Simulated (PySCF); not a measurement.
Write a Z-matrix for SbH2(vinyl), `C=[CH][SbH2]` as optimised with PBE0-D3(BJ)/def2-SVP.

Z-matrix in Å and degrees, rows numbered from 1:
```
Sb
H   1  1.7197
H   1  1.7205  2   90.30
C   1  2.1521  2   93.86  3    93.95
C   4  1.3340  1  121.66  2   131.16
H   4  1.0961  1  118.54  2   -48.86
H   5  1.0961  4  122.38  1     0.13
H   5  1.0966  4  121.54  1  -179.84
```

Sb1 (antimony bonded to C and 2 H) is pyramidal (angles 93.9°, 93.9° and 90.3°, sum 278.1°, 1.01 Å off the plane of its three neighbours).

Method used: PBE0-D3(BJ)/def2-SVP geometry optimisation, gas phase, def2 core potentials past Kr in PySCF 2.14.0.

Point group: near Cs, missed by 0.11 Å at most; the miss may be what the optimiser left on a soft mode. Whether it is a minimum is left open (no frequencies). The numbers are those of one conformer (H–Sb1–C4–C5 131° and -138°, Sb1–C4–C5–H 0° and 180°).

Hardware: one thread of an Intel Xeon Platinum 8175M at 2.50 GHz, no GPU, on a shared host. This is the geometry optimisation.
